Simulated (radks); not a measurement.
Isoelectronic series with 48 electrons, all held in the configuration [Kr] 4d10 5s2, which need not be the ground one along the series. Method: scalar-relativistic Kohn-Sham, PBE, spin-polarised, spherical densities, finite nucleus; Fermi nuclear charge, rms radius of each element as measured or else 0.836 A^(1/3) + 0.57 fm; computed with a radial shooting solver on a logarithmic mesh with Libxc functionals. Total energies (hartree) and orbital eigenvalues (Ry):

ion    E (hartree)         5s         4d         4p         4s
Cd     -5594.52756   -0.41596   -0.86240   -4.92207   -7.78442
In+    -5881.29699   -1.09696   -1.91637   -6.29145   -9.34294
Sn2+   -6176.27575   -1.91763   -3.17582   -7.87567  -11.12611
Sb3+   -6479.47894   -2.85945   -4.61401   -9.64553  -13.10446
Te4+   -6790.92751   -3.91288   -6.21656  -11.58539  -15.26219
I5+    -7110.65963   -5.07215   -7.97455  -13.68572  -17.58971
Xe6+   -7438.70479   -6.33350   -9.88200  -15.94026  -20.08081
Cs7+    -7775.1075   -7.69437  -11.93463  -18.34468  -22.73134
Ba8+    -8119.9078   -9.15290  -14.12930  -20.89589  -25.53843
La9+    -8473.1562  -10.70780  -16.46360  -23.59161  -28.50016
Ce10+   -8834.8995  -12.35812  -18.93567  -26.43017  -31.61521
Pr11+   -9205.1914  -14.10317  -21.54401  -29.41028  -34.88275
Nd12+   -9584.0845  -15.94251  -24.28744  -32.53101  -38.30230
Pm13+   -9971.6302  -17.87583  -27.16498  -35.79163  -41.87366
Sm14+  -10367.8759  -19.90294  -30.17584  -39.19165  -45.59680
Eu15+  -10772.9202  -22.02386  -33.31934  -42.73066  -49.47216
Gd16+  -11186.8031  -24.23858  -36.59494  -46.40844  -53.50002
Tb17+  -11609.6407  -26.54734  -40.00218  -50.22481  -57.68120
Dy18+  -12041.3734  -28.95010  -43.54072  -54.17980  -62.01565
Ho19+  -12482.2186  -31.44738  -47.21019  -58.27333  -66.50498
Er20+  -12932.1622  -34.03936  -51.01038  -62.50555  -71.14957
Tm21+  -13391.3422  -36.72653  -54.94105  -66.87654  -75.95079
